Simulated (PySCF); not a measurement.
# TaOF₃: from structure and modes to constants

All numbers come from PBE0/[Ta def2-SVP with ECP60, O def2-SVP, F def2-SVP], scalar-relativistic core potentials, density fitting, no spin–orbit coupling, PySCF.

The singlet minimum has C3v symmetry. Masses (u): Ta 180.94800, O 15.99492, F 18.99840.

```xyz
5
charge 0 multiplicity 1, angstrom
Ta    0.0000   -0.0109   -0.0077
O     0.0000   -1.4038   -0.9930
F     1.5548   -0.0912    1.0350
F    -1.5548   -0.0912    1.0350
F     0.0000    1.4640   -1.1635
```

Harmonic wavenumbers (cm⁻¹): 160.1 (e, ×2), 188.3 (a1, ×1), 265.7 (e, ×2), 707.8 (a1, ×1), 710.6 (e, ×2), 1044.0 (a1, ×1).

Problem. Find the vibrational entropy and heat capacity at 298.15 K.

Solution. With u = 1.43878 ω/T, each mode gives S = R[u/(eᵘ−1) − ln(1−e⁻ᵘ)] and C = R u² eᵘ/(eᵘ−1)².
```json
{"ω (cm⁻¹)": "160.1 (×2)", "u": "0.773", "S (J/(mol K))": "10.66", "C (J/(mol K))": "7.91"}
{"ω (cm⁻¹)": "188.3", "u": "0.909", "S (J/(mol K))": "9.39", "C (J/(mol K))": "7.77"}
{"ω (cm⁻¹)": "265.7 (×2)", "u": "1.282", "S (J/(mol K))": "6.80", "C (J/(mol K))": "7.26"}
{"ω (cm⁻¹)": "707.8", "u": "3.416", "S (J/(mol K))": "1.24", "C (J/(mol K))": "3.41"}
{"ω (cm⁻¹)": "710.6 (×2)", "u": "3.429", "S (J/(mol K))": "1.23", "C (J/(mol K))": "3.39"}
{"ω (cm⁻¹)": "1044.0", "u": "5.038", "S (J/(mol K))": "0.33", "C (J/(mol K))": "1.39"}
```
The sums over all modes are S = 48.3 and C = 49.7 J/(mol K); the softest mode gives 22 % of the entropy (each member, where degenerate).

Problem. Give the standard entropy (298.15 K, 1 bar) by its translational, rotational, vibrational and spin parts, and Cp.

Solution. Sackur–Tetrode with M = 253.94 u gives 177.9; rotation with symmetry number 3 gives 103.0; vibration 48.3; spin R ln 1 = 0.0. The total is 329.2 J/(mol K), and Cp = 4 R + 49.7 = 82.9 J/(mol K).

Stability towards spin polarisation was not tested. Other isomers or separated fragments may lie lower. With an element this heavy the missing spin–orbit coupling can shift these numbers.
